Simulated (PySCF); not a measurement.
BBr3, SMILES Br[B-](Br)Br, charge -1, multiplicity 2. Atoms are numbered in the order given.

```xyz
4

B      0.0000     0.0000    -0.5277
Br     1.6880     0.9746     0.0251
Br    -1.6880     0.9746     0.0251
Br     0.0000    -1.9491     0.0251
```
Charge -1, spin multiplicity 2.

Coordinates come from a PBE-D3(BJ)/def2-SVPD optimisation.

Method: PBE-D3(BJ)/def2-SVPD (PySCF 2.14.0).

Frequencies are harmonic and unscaled.

Modes within 1.5 cm⁻¹ of each other (mostly degenerate sets) share a row, with their intensities summed.

```tsv
mode	ν (cm⁻¹)	IR (km/mol)	moving atoms (share of kinetic energy)
1–2	124	1.3	Br 98 %
3	191	0.5	Br 94 %
4	388	7.8	B 90 %, Br 10 %
5–6	585	370.8	B 93 %
```
